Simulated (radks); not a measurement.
Polarisabilities and homonuclear dispersion coefficients (atomic units). Calculated with a radial shooting solver on a logarithmic mesh with Libxc functionals: scalar-relativistic Kohn-Sham, PBE, spin-polarised, spherical densities, finite nucleus; open shells are filled with parallel spins first (spin-orbit coupling, left out, can overturn this in heavy ions); Fermi nuclear charge, rms radius of each element as measured or else 0.836 A^(1/3) + 0.57 fm. Response by self-consistent Sternheimer equations with the Hartree and adiabatic LDA kernel, the relativistic mass of each level held fixed and spin-orbit coupling left out. For heavy and open-shell atoms this level of theory can miss by tens of per cent. "Uncoupled" leaves out the induced potential. Quadrupole and octupole values are given only where no p, d or f shell is open.

[
 {"species": "Pm", "configuration": "[Xe] 4f5 6s2", "alpha1 (bohr^3)": "192.6", "alpha1, uncoupled": "382.1", "C6": "3188", "recommended alpha1": "200 +/- 20"},
 {"species": "Pm+", "configuration": "[Xe] 4f5 6s1", "alpha1 (bohr^3)": "84.15", "alpha1, uncoupled": "133.2", "C6": "770.0", "recommended alpha1": "-"},
 {"species": "Pm2+", "configuration": "[Xe] 4f5", "alpha1 (bohr^3)": "11.68", "alpha1, uncoupled": "27.21", "C6": "62.27", "recommended alpha1": "-"},
 {"species": "Pm3+", "configuration": "[Xe] 4f4", "alpha1 (bohr^3)": "6.688", "alpha1, uncoupled": "12.32", "C6": "39.04", "recommended alpha1": "-"},
 {"species": "Pm4+", "configuration": "[Xe] 4f3", "alpha1 (bohr^3)": "5.082", "alpha1, uncoupled": "8.884", "C6": "27.37", "recommended alpha1": "-"},
 {"species": "Pm5+", "configuration": "[Kr] 4d10 4f3 5s2 5p5", "alpha1 (bohr^3)": "4.207", "alpha1, uncoupled": "7.287", "C6": "20.00", "recommended alpha1": "-"},
 {"species": "Pm6+", "configuration": "[Kr] 4d10 4f3 5s2 5p4", "alpha1 (bohr^3)": "3.517", "alpha1, uncoupled": "6.048", "C6": "14.69", "recommended alpha1": "-"}
]

Recommended values: Schwerdtfeger and Nagle, table of static dipole polarisabilities (2023 update), measured or computed.
